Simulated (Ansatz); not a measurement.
```xyz
11

C    -1.322    0.612   -0.395
C    -0.132    0.117   -0.039
C     0.130   -1.355    0.035
B     0.984    1.136    0.298
F     0.770    2.439    0.236
Cl    2.597    0.627    0.781
H    -2.159   -0.034   -0.647
H    -1.498    1.681   -0.444
H     0.442   -1.648    1.042
H     0.945   -1.643   -0.634
H    -0.757   -1.932   -0.233
```

The species carries charge 0 and has multiplicity 1.

Task: List the CAM-B3LYP/def2-TZVPP orbital energies in eV (the Gaussian-basis code of Ansatz). (Estimate.)

Result: The calculation gave: Occupied: -2764.53, -674.13, -279.32, -279.07, -278.85, -259.33, -198.37, -198.27, -198.22, -188.21, -35.63, -25.24, -24.18, -21.24, -18.13, -16.95, -15.63, -14.98, -14.98, -13.81, -13.40, -13.04, -12.07, -11.19, -11.16, -10.54, -9.37. Lowest empty: -0.51, 1.73, 2.47, 2.74, 3.07, 3.76, 3.99, 4.42.
